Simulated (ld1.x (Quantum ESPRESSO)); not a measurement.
# Reading a pseudo-wave (Ni (Z = 28))

Columns: radius, all-electron u(r) and pseudo u(r) of the 3p shell (level -71.25 eV) of nickel in the configuration [Ne] 3s2 3p6 3d8 4s2 4p0; PBEsol, scalar-relativistic, RRKJ scheme, ld1.x (Quantum ESPRESSO) 7.5.

| r (bohr) | all-electron | pseudo |
| --- | --- | --- |
| 0.103 | 0.6084 | -0.0660 |
| 0.205 | 0.4071 | -0.2568 |
| 0.308 | -0.2334 | -0.5478 |
| 0.410 | -0.7788 | -0.8631 |
| 0.513 | -1.0993 | -1.1124 |
| 0.615 | -1.2155 | -1.2237 |
| 0.718 | -1.1975 | -1.2024 |
| 0.820 | -1.1049 | -1.1050 |
| 0.923 | -0.9775 | -0.9775 |
| 1.025 | -0.8427 | -0.8427 |
| 1.128 | -0.7119 | -0.7119 |
| 1.230 | -0.5944 | -0.5944 |
| 1.332 | -0.4915 | -0.4915 |
| 1.435 | -0.4026 | -0.4026 |
| 1.538 | -0.3279 | -0.3279 |
| 1.640 | -0.2664 | -0.2664 |
| 1.743 | -0.2153 | -0.2153 |
| 1.845 | -0.1739 | -0.1739 |
| 1.948 | -0.1398 | -0.1398 |
| 2.050 | -0.1124 | -0.1124 |
| 2.153 | -0.0901 | -0.0901 |
| 2.255 | -0.0723 | -0.0723 |
| 2.358 | -0.0578 | -0.0578 |
| 2.460 | -0.0462 | -0.0462 |
| 2.562 | -0.0370 | -0.0370 |
| 2.665 | -0.0295 | -0.0295 |

(1) How many radial nodes do the two functions have?

(2) At about which radius was the pseudo-wave matched?

(3) Where does each function peak?

(4) Is the pseudo-wave norm-conserving?

Answers

(1) The all-electron 3p function has n − l − 1 = 1; the pseudo-wave has 0, since the states of the same l below it are removed with the core.

(2) 0.85 bohr, where the columns begin to agree (steps of 0.10 bohr).

(3) Outermost all-electron maximum near 0.61 bohr, pseudo maximum near 0.61 bohr (to the table’s step).

(4) Yes: the RRKJ scheme keeps the norm inside the radius equal to the all-electron one, which fixes the energy derivative of the logarithmic derivative at the level.
